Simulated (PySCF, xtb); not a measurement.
C3H8BNO, SMILES CNB1COC1.

GFN2-xTB (xtb) at its own geometry gives an orbital gap of 5.00 eV and a dipole moment of 4.41 D.

Geometry: PBE0-D3(BJ)/def2-SVP. This is a generated structure with no PubChem entry under its InChIKey; it may be hypothetical. Other conformers were not sampled.

Q: What does r2SCAN/def2-TZVP in PySCF give? (The exact figures need the calculation; the answer reports its results.)

A: gap 5.52 eV (levels -5.55 and -0.03 eV), dipole 3.75 D.
